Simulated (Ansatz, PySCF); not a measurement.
BiF₃, SMILES [F][Bi]([F])[F] (connectivity only; charge and spin as stated), charge +1, multiplicity 2. Atoms are numbered in the order given.

```xyz
4

Bi     0.0000     0.0002     0.0536
F     -1.5924    -0.9197    -0.7792
F      0.0000     1.8393    -0.7792
F      1.5924    -0.9197    -0.7792
```
Charge +1, spin multiplicity 2.

Coordinates come from a r2SCAN-D4/def2-SVP optimisation. The spin state was assumed, not searched. The isomer is the one that the SMILES or the coordinates give; other isomers of the formula were not compared. The def2 effective core potentials stand for the cores of Bi; spin–orbit coupling is left out.

Two levels are set side by side: PBE-D3(BJ)/def2-SVP (Ansatz, a quantum-chemistry and plane-wave program) and r2SCAN-D4/def2-SVP (Ansatz). Each level has its own optimised geometry; the coordinates shown are those of the second. Frequencies come from the Hessian of PySCF at each geometry. Differences are taken from unrounded values.

```json
[
 {"quantity": "mean bond length (Å)", "r2SCAN-D4": "2.019", "PBE-D3(BJ)": "2.041", "PBE-D3(BJ) minus r2SCAN-D4": "0.022"},
 {"quantity": "bond Bi1–F2 (Å)", "r2SCAN-D4": "2.019", "PBE-D3(BJ)": "2.041", "PBE-D3(BJ) minus r2SCAN-D4": "0.022"},
 {"quantity": "bond Bi1–F3 (Å)", "r2SCAN-D4": "2.019", "PBE-D3(BJ)": "2.041", "PBE-D3(BJ) minus r2SCAN-D4": "0.022"},
 {"quantity": "bond Bi1–F4 (Å)", "r2SCAN-D4": "2.019", "PBE-D3(BJ)": "2.041", "PBE-D3(BJ) minus r2SCAN-D4": "0.022"},
 {"quantity": "highest harmonic wavenumber (cm⁻¹)", "r2SCAN-D4": "554", "PBE-D3(BJ)": "531", "PBE-D3(BJ) minus r2SCAN-D4": "-24"},
 {"quantity": "mean harmonic wavenumber (cm⁻¹)", "r2SCAN-D4": "326", "PBE-D3(BJ)": "313", "PBE-D3(BJ) minus r2SCAN-D4": "-13"},
 {"quantity": "zero-point energy (kcal/mol)", "r2SCAN-D4": "2.80", "PBE-D3(BJ)": "2.69", "PBE-D3(BJ) minus r2SCAN-D4": "-0.11"}
]
```
